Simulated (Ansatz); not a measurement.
Calculated with Ansatz (gas phase, PBE0-D4/def2-TZVP geometries, no zero-point term in ΔE). CCSD(T)/CBS is the MP2 limit (def2-TZVPP, def2-QZVPP) plus CCSD(T) − MP2 in def2-TZVPP, frozen cores. This one scheme is used for every species. One conformer a species, not always the lowest.

Consider the ligand exchange at the Si–O bond: `[SiH3]OCS[SiH3]` + `C[SiH2]O` → `C[SiH2]O[SiH3]` + `OCS[SiH3]`.

| level | ΔE (eV) |
| --- | --- |
| CCSD(T)/def2-TZVPP | -0.24 |
| HF/CBS(def2) | -0.32 |

Problem. What does CCSD(T)/CBS give? (Best estimate.)

Solution. Ansatz gave: -0.25 eV. The listed levels differ from it by 0.01, -0.07 eV.

Problem. What do rigid-rotor, harmonic-oscillator terms from PBE0-D4/def2-TZVP frequencies (298.15 K, 1 bar) make of the CCSD(T)/CBS value? (An estimate is asked.)

Solution. Ansatz gave: ΔZPE = +0.02 eV, ΔH = -0.22 eV, ΔS = 13 J/(mol·K), ΔG = -0.26 eV. Modes under 50 cm⁻¹ make the entropy rough.

Largest T1 diagnostic among the species: 0.012.

Leaving LDA and LC-ωPBE aside and taking each functional with its dispersion term where it has one, the values, not all of them listed here, spread over 0.05 eV, from B97M-V to revPBE-D4. In def2-TZVPP, CCSD(T) changes the Hartree–Fock value by +0.07 eV (the triples alone add +0.01 eV) and MP2 by +0.09 eV.
